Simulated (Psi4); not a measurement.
C2H8BrNSi (SMILES CN(C)[SiH2]Br), singlet, geometry from GFN2-xTB; PBE0/def2-SVP run with Psi4.

Here is a job for Psi4.
```
memory 2 GB

molecule mol {
0 1
  Si   -0.045326    0.608839   -0.827610
  Br    1.522948   -0.221920    0.491795
  N    -1.541910    0.129474   -0.157437
  C    -2.743660    0.827158   -0.537623
  C    -1.813441   -1.198124    0.340783
  H     0.297741    0.108276   -2.158867
  H     0.033379    2.056658   -0.725310
  H    -2.505684    1.843202   -0.842528
  H    -3.255988    0.325844   -1.367350
  H    -3.429684    0.867214    0.312347
  H    -2.496510   -1.133791    1.191837
  H    -0.895523   -1.677005    0.672642
  H    -2.280357   -1.827457   -0.425968
}

set basis def2-svp
set reference rks

energy('pbe0')
print_variables()
```

Q: What does Psi4 print? Leave out banner, timings and long lists.

A: 
```
   => Loading Basis Set <=

    Name: DEF2-SVP
    Role: ORBITAL
    Keyword: BASIS

         ---------------------------------------------------------
                                   SCF
               by Justin Turney, Rob Parrish, Andy Simmonett
                          and Daniel G. A. Smith
                              RKS Reference
         ---------------------------------------------------------

  ==> Geometry <==

    Molecular point group: c1
    Full point group: C1

    Geometry (in Angstrom), charge = 0, multiplicity = 1:

       Center              X                  Y                   Z               Mass
    ------------   -----------------  -----------------  -----------------  -----------------
         SI          -0.228362312588     0.625518588249    -0.878090993156    27.976926534650
         BR           1.339911687412    -0.205240411751     0.441314006844    78.918337600000
         N           -1.724946312588     0.146153588249    -0.207917993156    14.003074004430
         C           -2.926696312588     0.843837588249    -0.588103993156    12.000000000000
         C           -1.996477312588    -1.181444411751     0.290302006844    12.000000000000
         H            0.114704687412     0.124955588249    -2.209347993156     1.007825032230
         H           -0.149657312588     2.073337588249    -0.775790993156     1.007825032230
         H           -2.688720312588     1.859881588249    -0.893008993156     1.007825032230
         H           -3.439024312588     0.342523588249    -1.417830993156     1.007825032230
         H           -3.612720312588     0.883893588249     0.261866006844     1.007825032230
         H           -2.679546312588    -1.117111411751     1.141356006844     1.007825032230
         H           -1.078559312588    -1.660325411751     0.622161006844     1.007825032230
         H           -2.463393312588    -1.810777411751    -0.476448993156     1.007825032230

  Running in c1 symmetry.

  Rotational constants: A =      0.19028  B =      0.04057  C =      0.03522 [cm^-1]
  Rotational constants: A =   5704.56649  B =   1216.35747  C =   1055.86653 [MHz]
  Nuclear repulsion =  425.822825806905257

  Charge       = 0
  Multiplicity = 1
  Electrons    = 76
  Nalpha       = 38
  Nbeta        = 38

  ==> Algorithm <==

  SCF Algorithm Type is DF.
  DIIS enabled.
  MOM disabled.
  Fractional occupation disabled.
  Guess Type is SAD.
  Energy threshold   = 1.00e-06
  Density threshold  = 1.00e-06
[...]
   @DF-RKS iter   3: -2998.35859072339554   -6.42525e-01   2.13213e-03 ADIIS/DIIS
   @DF-RKS iter   4: -2998.39157448622245   -3.29838e-02   3.01686e-04 ADIIS/DIIS
   @DF-RKS iter   5: -2998.39210017095593   -5.25685e-04   1.35371e-04 ADIIS/DIIS
   @DF-RKS iter   6: -2998.39226906834574   -1.68897e-04   1.90191e-05 DIIS
   @DF-RKS iter   7: -2998.39227260409098   -3.53575e-06   3.51748e-06 DIIS
   @DF-RKS iter   8: -2998.39227273341885   -1.29328e-07   8.09485e-07 DIIS
  Energy and wave function converged.

  ==> Post-Iterations <==

   Electrons on quadrature grid:
      Ntotal   =   75.9999381197 ; deviation = -6.188e-05

    Orbital Energies [Eh]
    ---------------------

    Doubly Occupied:

[...]
    Virtual:

[...]
     132A      3.709989

    Final Occupation by Irrep:
              A
    DOCC [    38 ]
    NA   [    38 ]
    NB   [    38 ]

  @DF-RKS Final Energy: -2998.39227273341885

   => Energetics <=

    Nuclear Repulsion Energy =            425.8228258069052572
    One-Electron Energy =               -5013.7188616131770686
    Two-Electron Energy =                1689.5670070031353589
    DFT Exchange-Correlation Energy =    -100.0632439302815300
    Empirical Dispersion Energy =           0.0000000000000000
    VV10 Nonlocal Energy =                  0.0000000000000000
    Total Energy =                      -2998.3922727334183946

Computation Completed

Properties will be evaluated at   0.000000,   0.000000,   0.000000 [a0]

Properties computed using the SCF density matrix

 Multipole Moments:

 ------------------------------------------------------------------------------------
     Multipole            Electronic (a.u.)      Nuclear  (a.u.)        Total (a.u.)
 ------------------------------------------------------------------------------------

 L = 1.  Multiply by 2.5417464519 to convert [e a0] to [Debye]
 Dipole X            :         25.4233499          -26.2874997           -0.8641498
 Dipole Y            :         -2.3327323            2.3955259            0.0627936
 Dipole Z            :          6.9169398           -7.2500599           -0.3331201
 Magnitude           :                                                    0.9282602

 ------------------------------------------------------------------------------------

  Variable Map:
  ----------------------------------------------------------------------------
[...]
  Array Variable Map:
  ----------------------------------------------------------------------------
[...]
[...]
```
